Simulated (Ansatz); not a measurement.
Geometry optimisation, Ansatz 0.2.0, RKS BLYP-D4/def2-SVP.

input.yaml

```yaml
crystal:
  periodic: [false, false, false]
  atoms:
    - { symbol: Zr, position_ang: [0.48668, -0.421468, -0.410868] }
    - { symbol: Cl, position_ang: [-1.005322, -0.574812, 2.986438] }
    - { symbol: Cl, position_ang: [1.729045, -0.304738, -2.421504] }
    - { symbol: F, position_ang: [0.514881, 1.349769, 0.296814] }
    - { symbol: Cl, position_ang: [-1.606378, -1.397705, -0.915181] }
    - { symbol: "N", position_ang: [1.547826, -1.748749, 0.919379] }
    - { symbol: H, position_ang: [1.481708, -2.776477, 0.857901] }
    - { symbol: H, position_ang: [2.402663, -1.495633, 1.435799] }
    - { symbol: H, position_ang: [0.081197, -1.233688, 2.543322] }
basis:
  gaussian: { orbitals: def2-SVP }
hamiltonian:
  xc: blyp
  dispersion: d4
relax:
  f_tol: 0.03
  max_steps: 50
output:
  orbitals: {}
```

Command:

```bash
$ ansatz run input.yaml --threads 4 --pin off --max-ram 5120MiB --backend cpu --events-out ev --progress --plain --runs-dir out
```

**Question.** Where does it end, and by what steps?

**Answer.** The run converged. After 23 steps the energy has fallen by 1.907 eV; Cl2 moved furthest, 1.65 Å. Parted: Cl2–H9 (1.35 → 3.17 Å). Joined: Zr1–Cl2 (3.71 → 2.39 Å), N6–H9 (2.25 → 1.03 Å).

```json
{"step": "0", "energy less start (eV)": "0.0000", "largest force component (eV/Å)": "1.047", "accepted": "yes"}
{"step": "1", "energy less start (eV)": "-0.1194", "largest force component (eV/Å)": "0.674", "accepted": "yes"}
{"step": "2", "energy less start (eV)": "-0.1575", "largest force component (eV/Å)": "0.232", "accepted": "yes"}
{"step": "3", "energy less start (eV)": "-0.1656", "largest force component (eV/Å)": "0.129", "accepted": "yes"}
{"step": "4", "energy less start (eV)": "-0.1814", "largest force component (eV/Å)": "0.183", "accepted": "yes"}
{"step": "5", "energy less start (eV)": "-0.2040", "largest force component (eV/Å)": "0.466", "accepted": "yes"}
{"step": "6", "energy less start (eV)": "-0.3701", "largest force component (eV/Å)": "1.057", "accepted": "yes"}
{"step": "7", "energy less start (eV)": "-0.8277", "largest force component (eV/Å)": "1.230", "accepted": "yes"}
{"step": "8", "energy less start (eV)": "-1.2514", "largest force component (eV/Å)": "0.645", "accepted": "yes"}
{"step": "9", "energy less start (eV)": "-1.4552", "largest force component (eV/Å)": "0.516", "accepted": "yes"}
{"step": "10", "energy less start (eV)": "-1.5946", "largest force component (eV/Å)": "0.758", "accepted": "yes"}
{"step": "11", "energy less start (eV)": "-1.6545", "largest force component (eV/Å)": "0.282", "accepted": "yes"}
{"step": "12", "energy less start (eV)": "-1.6544", "largest force component (eV/Å)": "0.639", "accepted": "no"}
{"step": "13", "energy less start (eV)": "-1.6711", "largest force component (eV/Å)": "0.149", "accepted": "yes"}
{"step": "14", "energy less start (eV)": "-1.6829", "largest force component (eV/Å)": "0.069", "accepted": "yes"}
{"step": "15", "energy less start (eV)": "-1.7022", "largest force component (eV/Å)": "0.161", "accepted": "yes"}
{"step": "16", "energy less start (eV)": "-1.7292", "largest force component (eV/Å)": "0.336", "accepted": "yes"}
{"step": "17", "energy less start (eV)": "-1.7657", "largest force component (eV/Å)": "0.584", "accepted": "yes"}
{"step": "18", "energy less start (eV)": "-1.8170", "largest force component (eV/Å)": "0.614", "accepted": "yes"}
{"step": "19", "energy less start (eV)": "-1.8509", "largest force component (eV/Å)": "0.619", "accepted": "yes"}
{"step": "20", "energy less start (eV)": "-1.9011", "largest force component (eV/Å)": "0.089", "accepted": "yes"}
{"step": "21", "energy less start (eV)": "-1.9066", "largest force component (eV/Å)": "0.086", "accepted": "yes"}
{"step": "22", "energy less start (eV)": "-1.9053", "largest force component (eV/Å)": "0.226", "accepted": "no"}
{"step": "23", "energy less start (eV)": "-1.9075", "largest force component (eV/Å)": "0.027", "accepted": "yes"}
```

```xyz
9
Properties=species:S:1:pos:R:3
Zr 0.146 -0.027 0.148
Cl 0.050 0.577 2.457
Cl 2.260 0.097 -0.958
F -0.660 1.544 -0.597
Cl -1.423 -1.645 -0.643
N 1.189 -2.046 1.106
H 1.366 -2.775 0.398
H 2.099 -1.845 1.547
H 0.605 -2.485 1.834
```

Whether the end is a true minimum wasn't checked by a vibrational analysis.

Run time: 58 s on 4 threads of Arm Neoverse V1, on a shared host, peak memory 0.21 GiB.
